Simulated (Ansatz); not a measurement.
Total energies of Cl2Ga2H6N2 (`[Cl][Ga@H-]1[NH2+][Ga@@H-]([Cl])[NH2+]1`).

Z-matrix (Å, degrees):
```
Ga
N 1 2.001
Ga 1 2.911 2 43.3
N 1 2.001 2 86.4 3 -5.3
Cl 1 2.170 2 106.4 3 -111.4
H 1 1.557 2 115.2 3 110.9
H 2 1.015 1 111.7 3 115.0
H 2 1.013 1 116.1 3 -121.4
Cl 3 2.170 1 116.5 2 -86.1
H 3 1.557 1 122.1 2 93.9
H 4 1.015 1 111.7 2 -109.7
H 4 1.013 1 116.2 2 126.7
```

Charge 0, multiplicity 1. Correlated methods include outer-core shells of Ga, which these sets cover unevenly. Scalar relativity is left out up to krypton. The geometry is a stationary point of PBE0-D4/def2-TZVP. Basis def2-TZVPP, Ansatz.

RPA on PBE orbitals: Hartree–Fock energy of these orbitals -4878.09858 Eh, correlation -2.02796 Eh (frozen core).

```
             functional                                       kind  energy without D4 (Eh)  D4 term (kJ/mol)
            LDA (SPW92)                                        LDA             -4873.58045                 –
                   BLYP                                        GGA             -4883.60352             -88.8
                 r2SCAN                                   meta-GGA             -4883.39541             -10.3
                 B97M-V                         meta-GGA with VV10             -4882.54209                 –
                r2SCANh                      meta-GGA hybrid, 10 %             -4883.36609             -11.2
                r2SCAN0                      meta-GGA hybrid, 25 %             -4883.32454             -12.5
HSE06 (plane-wave form)                            screened hybrid             -4882.57095             -34.7
                  BHLYP                        global hybrid, 50 %             -4883.41467             -60.3
              CAM-B3LYP                     range-separated hybrid             -4883.74838             -38.2
                LC-ωPBE                long-range corrected hybrid             -4882.72333                 –
                ωB97X-V       range-separated hybrid GGA with VV10             -4883.01252                 –
                ωB97M-V  range-separated hybrid meta-GGA with VV10             -4883.23373                 –
                 B2PLYP                              double hybrid             -4882.45632                 –
               PBE-QIDH                              double hybrid             -4881.75297                 –
```

(1) Give the same for PBE, revPBE, PBE0, B3LYP. (Estimate.)

B3LYP takes the VWN-RPA correlation (the form of Gaussian; ORCA's B3LYP/G). HSE06 is the plane-wave form, built on full-range PBE exchange. The double hybrids freeze the cores in their second-order part.

Answers

(1) Computed: 
```
functional                                kind  energy without D4 (Eh)  D4 term (kJ/mol)
       PBE                                 GGA             -4882.42368             -42.3
    revPBE                                 GGA             -4883.02801            -103.9
      PBE0  global hybrid, 25 % exact exchange             -4882.59340             -36.6
     B3LYP                 global hybrid, 20 %             -4883.65914             -68.7
```

LC-ωPBE has ω = 0.4 bohr⁻¹.
